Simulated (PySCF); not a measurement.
PySCF job for C2H4FNOSi, SMILES O=C=N[SiH2]CF, PBE/pcSseg-1. Geometry optimised at B3LYP-D3(BJ)/def2-SVP. This is a generated structure with no PubChem entry under its InChIKey; it may be hypothetical. The values are those of a single conformer.

```python
import numpy as np
from pyscf import gto, scf, dft
from pyscf.prop.nmr import rks as nmr

mol = gto.M(
    atom='''
    O     2.88291120   -1.19962272   -0.43885494
    C     1.94905299   -0.55746682   -0.14369572
    N     0.99745740    0.10039821    0.17195885
    Si   -0.41758346    1.03121081    0.48103598
    C    -1.94542074   -0.08407440    0.34470400
    F    -2.07176848   -0.54812285   -0.95879651
    H    -0.34509520    1.58424850    1.86152798
    H    -0.50380277    2.12681772   -0.51850091
    H    -1.86765672   -0.94737724    1.03080469
    H    -2.85864520    0.47590707    0.62191110
    ''',
    basis='pcSseg-1',
    charge=0,
    spin=0,
    max_memory=1600,
    verbose=3,
)
mf = dft.RKS(mol, xc='pbe')
mf.grids.level = 3
mf.conv_tol = 1e-10
mf.max_cycle = 100
mf.kernel()
n = nmr.NMR(mf)
n.verbose = 2
n.max_cycle_cphf = 60
sigma = n.kernel()
print('atom   isotropic/ppm   span/ppm')
for i, s in enumerate(sigma):
    w = np.linalg.eigvalsh((s + s.T) / 2)
    print(f'{mol.atom_symbol(i):2s}{i + 1:3d} {w.mean():14.3f} {w[2] - w[0]:11.3f}')
```

Output:

```
converged SCF energy = -597.449489210293
atom   isotropic/ppm   span/ppm
O   1        181.930     282.328
C   2         57.002     325.252
N   3        226.912     159.997
Si  4        387.942      70.476
C   5         97.600     109.651
F   6        451.940      83.065
H   7         26.391       8.432
H   8         26.083       8.440
H   9         26.263       8.079
H  10         26.625       7.843
```

The calculation finished and met its thresholds.

Cost: about 18 core-seconds (a rough figure).
